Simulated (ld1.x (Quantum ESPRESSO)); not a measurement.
**caesium: one change to a TM potential, before and after**

Cs (Z = 55), norm-conserving Troullier–Martins (Kleinman–Bylander form), made with ld1.x (Quantum ESPRESSO) 7.5 (PBE, fully relativistic). Core [Kr] 4d10, reference 5s2 5p6 5d0.5 6s0.5 6p0. Waves: 5s (bound): rc 2.70 bohr; 5p (bound): rc 2.80 bohr; 5d (bound): rc 4.20 bohr; 4f channel at 0.25 Ry: rc 3.65 bohr. Local part: all-electron potential smoothed inside 2.55 bohr (lloc = -1). Core correction: none.

Open shells are filled in proportion to 2j + 1 (rel_dist='average').

Occupied shells without a wave of their own: 6s. They enter only through the test configuration that unscreens the potential.

Change: local potential all-electron potential smoothed inside 3.10 bohr (lloc = -1).

Cutoffs: the cutoffs (Ry, on a coarse ladder) from which the occupation-weighted sum of valence levels, in a spherical-Bessel basis at the reference potential, stays within 10 and 1 mRy of its value at 400 Ry; they do not see the model core or the augmentation charge, which bear on the density cutoff. Errors are all-electron minus pseudo energies relative to the spin-unpolarised reference configuration.

Task: How do hardness, ghosts and transferability respond?

Result: The potential gets neither clearly harder nor softer (15 Ry and 25 Ry → 15 Ry and 25 Ry); the miss of the reference levels goes from 0.06 to 0.22 eV; of the 7 tests that both files solve, the error grows in 7 and shrinks in 0 by more than 15 % and 0.3 meV (median size 28.6 → 155.2 meV); the range in which the p1/2 phases agree narrows (upper end 2.2 → 0.0); the range in which the p3/2 phases agree narrows (upper end 2.2 → -0.1); neither file shows a bound ghost.

| quantity | base | changed |
| --- | --- | --- |
| cutoff, loose | 15 Ry | 15 Ry |
| cutoff, tight | 25 Ry | 25 Ry |
| bound ghosts | none | none |
| largest miss of a reference level, eV | 0.06 | 0.22 |
| error for 5s2 5p6 5d0 6s1 6p0, meV [ΔE -0.84 eV] | +28 | -109 |
| error for 5s2 5p6 5d0 6s0 6p0, meV [ΔE 3.02 eV] | -49 | +187 |
| error for 5s2 5p6 5d0 6s0.5 6p0, meV [ΔE 0.63 eV] | +0.4 | -0.8 |
| error for 5s2 5p5 5d0 6s1 6p0, meV [ΔE 17.07 eV] | +107 | -280 |
| error for 5s2 5p6 5d0 6s0 6p1, meV [ΔE 0.53 eV] | -28 | +155 |
| error for 5s1 5p6 5d0 6s1 6p0, meV [ΔE 30.81 eV] | +93 | -304 |
| error for 5s2 5p6 5d1 6s0 6p0, meV [ΔE 0.83 eV] | -29 | +108 |
| s: phases at 4.53 bohr within 0.05 rad from the reference energy up to (Ry; the scan ends near 5) | -0.2 | -0.4 |
| p1/2: phases at 4.53 bohr within 0.05 rad from the reference energy up to (Ry; the scan ends near 5) | 2.2 | 0.0 |
| p3/2: phases at 4.53 bohr within 0.05 rad from the reference energy up to (Ry; the scan ends near 5) | 2.2 | -0.1 |
| d3/2: phases at 4.53 bohr within 0.05 rad from the reference energy up to (Ry; the scan ends near 5) | 1.1 | 3.0 |
| d5/2: phases at 4.53 bohr within 0.05 rad from the reference energy up to (Ry; the scan ends near 5) | 3.9 | 1.0 |
| f5/2: phases at 4.53 bohr within 0.05 rad from the reference energy up to (Ry; the scan ends near 5) | 0.4 | 0.4 |
| f7/2: phases at 4.53 bohr within 0.05 rad from the reference energy up to (Ry; the scan ends near 5) | 0.4 | 0.4 |

Changed file: The 6s level has no wave, so the channel is fitted at the deeper level alone: the likely source of the large errors.
